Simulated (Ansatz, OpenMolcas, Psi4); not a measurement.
C2H6FIn (SMILES C[CH](F)[InH2]): the energy, rung by rung

C2H6FIn: 10 atoms, total charge 0, spin state singlet. As SMILES, `C[CH](F)[InH2]`. The coordinates come from a PBE0-D4/def2-TZVP relaxation.

| atom | x (Å) | y (Å) | z (Å) |
| --- | --- | --- | --- |
| C | -0.1408 | 1.2536 | -0.5752 |
| C | 0.6338 | 0.1800 | 0.1372 |
| F | 0.8702 | 0.5971 | 1.4678 |
| In | -0.3852 | -1.7455 | 0.4238 |
| H | 0.3913 | 2.2105 | -0.5415 |
| H | -1.1319 | 1.3976 | -0.1391 |
| H | -0.2719 | 0.9793 | -1.6266 |
| H | 1.6212 | 0.0551 | -0.3158 |
| H | -2.0799 | -1.6962 | 0.7627 |
| H | 0.4931 | -3.2315 | 0.4066 |

Each level gives the energy change with the C1–C2 bond stretched from 1.503 to 2.706 Å (eV). The values are calculated.

| level | kind | program | value (eV) | less CCSD(T)/def2-SVP |
| --- | --- | --- | --- | --- |
| HF/def2-SVP (core potential) (restricted) | Hartree–Fock | Psi4 | 4.90 | +1.10 |
| SVWN5/def2-SVP (core potential) (restricted) | LDA | OpenMolcas | 4.19 | +0.39 |
| BLYP/def2-SVP (core potential) (restricted) | GGA | Ansatz | 3.50 | -0.30 |
| revPBE/def2-SVP (core potential) (restricted) | GGA | OpenMolcas | 3.62 | -0.18 |
| TPSS/def2-SVP (core potential) (restricted) | meta-GGA | OpenMolcas | 3.71 | -0.09 |
| M06-2X/def2-SVP (core potential) (restricted) | hybrid meta-GGA | OpenMolcas | 4.39 | +0.59 |
| wB97M-V/def2-SVP (core potential) (restricted) | range-separated hybrid | Ansatz | 4.44 | +0.64 |
| PBE-QIDH/def2-SVP (core potential) (restricted) | double hybrid | Ansatz | 4.53 | +0.73 |
| RPA@PBE0/def2-SVP (core potential) (restricted) | RPA | Ansatz | 4.08 | +0.28 |
| CCSD(T)/def2-SVP (core potential) (restricted) | coupled cluster or CI | Ansatz | 3.80 | 0.00 |

Differences are taken from CCSD(T)/def2-SVP (core potential) (restricted) for orientation; it has basis-set and higher-order errors of its own. At this stretch a single reference begins to fail. The first shape isn't each level's own minimum. The values span 3.50 to 4.90 eV. In the correlated wave-function rows the outer d shell of In is correlated, in sets not made for it.
